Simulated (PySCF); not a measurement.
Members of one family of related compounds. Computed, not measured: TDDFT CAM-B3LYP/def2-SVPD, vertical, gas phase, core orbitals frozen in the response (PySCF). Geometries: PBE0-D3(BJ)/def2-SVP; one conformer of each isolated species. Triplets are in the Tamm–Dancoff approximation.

Task: Rank by computed lowest singlet excitation energy, lowest first.
A. `NB(N)B(Cl)Cl`
B. `FB(N)N`
C. `NB(N)CO`
D. `C=NB(N)N`
E. `BB(N)N`

Result: D (4.37 eV), E (4.55 eV), A (4.96 eV), C (6.12 eV), B (6.26 eV).

```json
{"SMILES": "C=NB(N)N", "S1 (eV)": "4.37", "HOMO (eV)": "-8.19", "LUMO (eV)": "0.86", "T1 (eV)": "3.67", "α (au)": "51.8", "S1 mainly": "H→L (96%)"}
{"SMILES": "BB(N)N", "S1 (eV)": "4.55", "HOMO (eV)": "-8.40", "LUMO (eV)": "-0.48", "T1 (eV)": "3.79", "α (au)": "47.5", "S1 mainly": "H-1→L (97%)"}
{"SMILES": "NB(N)B(Cl)Cl", "S1 (eV)": "4.96", "HOMO (eV)": "-8.70", "LUMO (eV)": "-0.70", "T1 (eV)": "4.13", "α (au)": "72.6", "S1 mainly": "H-1→L (99%)"}
{"SMILES": "NB(N)CO", "S1 (eV)": "6.12", "HOMO (eV)": "-8.52", "LUMO (eV)": "0.71", "T1 (eV)": "5.91", "α (au)": "49.4", "S1 mainly": "H→L (92%)"}
{"SMILES": "NB(N)F", "S1 (eV)": "6.26", "HOMO (eV)": "-8.70", "LUMO (eV)": "0.81", "T1 (eV)": "6.02", "α (au)": "32.5", "S1 mainly": "H→L (94%)"}
```

H and L stand for HOMO and LUMO.
